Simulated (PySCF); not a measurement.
C$_{5}$H$_{9}$O$_{3}$ (SMILES CC(=O)OC(C)C[O]), doublet, at a GFN2-xTB geometry. Base run: PySCF with PBE/3-21G.

PySCF was given this input:
```python
from pyscf import gto, scf, dft

mol = gto.M(
    atom='''
C     2.808608    0.181649    0.679217
C     1.466081   -0.294951    0.200290
O     1.189667   -1.457400    0.006689
O     0.626924    0.713669    0.015478
C    -0.677584    0.465303   -0.528362
C    -1.456226    1.769435   -0.455420
C    -1.434000   -0.647658    0.254024
O    -2.562244   -1.026480   -0.262298
H     3.513512    0.120753   -0.148131
H     2.741842    1.209155    1.021768
H     3.164166   -0.470532    1.472373
H    -0.568952    0.136837   -1.569335
H    -1.528872    2.103176    0.576894
H    -0.961259    2.539141   -1.041404
H    -2.455205    1.594793   -0.844589
H    -0.701003   -1.513763    0.214081
H    -1.480281   -0.400542    1.340884
''',
    basis='3-21g',
    charge=0,
    spin=1,
    verbose=4,
)

mf = dft.UKS(mol)
mf.xc = 'pbe'
mf.kernel()
mf.analyze()
```

Each row names what was changed in the base input (with any setting that the change needs).

```json
[
 {"change": "base", "ΔE vs base (mEh)": "0.000", "fitting functions": "-", "dipole (D)": "3.46"},
 {"change": "auxbasis = cc-pvdz-jkfit", "ΔE vs base (mEh)": "-0.431", "fitting functions": "767", "dipole (D)": "3.46"},
 {"change": "auxbasis = default (with mf = mf.density_fit())", "ΔE vs base (mEh)": "-0.415", "fitting functions": "768", "dipole (D)": "3.46"},
 {"change": "auxbasis = def2-svp-ri", "ΔE vs base (mEh)": "-25.552", "fitting functions": "510", "dipole (D)": "3.47"},
 {"change": "auxbasis = cc-pvtz-jkfit", "ΔE vs base (mEh)": "-0.261", "fitting functions": "902", "dipole (D)": "3.46"},
 {"change": "auxbasis = even-tempered beta=2.0", "ΔE vs base (mEh)": "-9.023", "fitting functions": "517", "dipole (D)": "3.48"},
 {"change": "auxbasis = def2-tzvp-ri", "ΔE vs base (mEh)": "-0.676", "fitting functions": "743", "dipole (D)": "3.46"},
 {"change": "auxbasis = even-tempered beta=3.0", "ΔE vs base (mEh)": "-15.063", "fitting functions": "332", "dipole (D)": "3.49"},
 {"change": "auxbasis = def2-universal-jfit", "ΔE vs base (mEh)": "-0.929", "fitting functions": "491", "dipole (D)": "3.46"},
 {"change": "auxbasis = cc-pvtz-ri", "ΔE vs base (mEh)": "-0.552", "fitting functions": "918", "dipole (D)": "3.46"}
]
```

A fitting set is made for a task (jfit for Coulomb, jkfit for Coulomb and exchange, ri for correlation) and for a family of orbital bases.

Open shells are given as the SCF converged; they aren't shown to be the lowest states, and a large step between rows can be another state.
